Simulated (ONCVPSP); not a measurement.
An all-electron radial function and its pseudo partner (molybdenum (Mo))

Columns: radius, all-electron u(r) and pseudo u(r) of the 4s shell (level -61.15 eV) of molybdenum in the configuration [Ar] 3d10 4s2 4p6 4d5 5s0.75 5p0.25; LDA (Perdew-Wang 92), non-relativistic, ONCV scheme, ONCVPSP 4.0.1.

```json
{"r (bohr)": "0.110", "all-electron": "0.3798", "pseudo": "0.1284"}
{"r (bohr)": "0.220", "all-electron": "-0.2321", "pseudo": "0.2606"}
{"r (bohr)": "0.330", "all-electron": "-0.5936", "pseudo": "0.3981"}
{"r (bohr)": "0.440", "all-electron": "-0.3659", "pseudo": "0.5384"}
{"r (bohr)": "0.550", "all-electron": "0.0971", "pseudo": "0.6750"}
{"r (bohr)": "0.660", "all-electron": "0.5371", "pseudo": "0.7981"}
{"r (bohr)": "0.770", "all-electron": "0.8518", "pseudo": "0.8973"}
{"r (bohr)": "0.880", "all-electron": "1.0279", "pseudo": "0.9635"}
{"r (bohr)": "0.990", "all-electron": "1.0895", "pseudo": "0.9914"}
{"r (bohr)": "1.100", "all-electron": "1.0700", "pseudo": "0.9807"}
{"r (bohr)": "1.210", "all-electron": "0.9996", "pseudo": "0.9355"}
{"r (bohr)": "1.320", "all-electron": "0.9022", "pseudo": "0.8637"}
{"r (bohr)": "1.430", "all-electron": "0.7943", "pseudo": "0.7749"}
{"r (bohr)": "1.540", "all-electron": "0.6864", "pseudo": "0.6785"}
{"r (bohr)": "1.650", "all-electron": "0.5848", "pseudo": "0.5824"}
{"r (bohr)": "1.760", "all-electron": "0.4928", "pseudo": "0.4924"}
{"r (bohr)": "1.870", "all-electron": "0.4116", "pseudo": "0.4116"}
{"r (bohr)": "1.980", "all-electron": "0.3414", "pseudo": "0.3414"}
{"r (bohr)": "2.090", "all-electron": "0.2816", "pseudo": "0.2816"}
{"r (bohr)": "2.200", "all-electron": "0.2312", "pseudo": "0.2312"}
{"r (bohr)": "2.310", "all-electron": "0.1890", "pseudo": "0.1890"}
{"r (bohr)": "2.420", "all-electron": "0.1541", "pseudo": "0.1541"}
{"r (bohr)": "2.530", "all-electron": "0.1252", "pseudo": "0.1252"}
{"r (bohr)": "2.640", "all-electron": "0.1015", "pseudo": "0.1015"}
{"r (bohr)": "2.750", "all-electron": "0.0822", "pseudo": "0.0822"}
{"r (bohr)": "2.860", "all-electron": "0.0664", "pseudo": "0.0664"}
```

**Question.** How many radial nodes do the two functions have?

**Answer.** The all-electron 4s function has n − l − 1 = 3 (the table is too coarse to show those close to the nucleus); the pseudo-wave has 0, since the states of the same l below it are removed with the core.

**Question.** At about which radius was the pseudo-wave matched?

**Answer.** 1.95 bohr. The columns agree to 0.0005 from 1.76 bohr on; several derivatives are matched, so the curves merge somewhat inside the radius.

**Question.** Where does each function peak?

**Answer.** Outermost all-electron maximum near 0.99 bohr, pseudo maximum near 0.99 bohr (to the table’s step).

**Question.** Is the pseudo-wave norm-conserving?

**Answer.** Yes: the ONCV scheme keeps the norm inside the radius equal to the all-electron one, which fixes the energy derivative of the logarithmic derivative at the level.
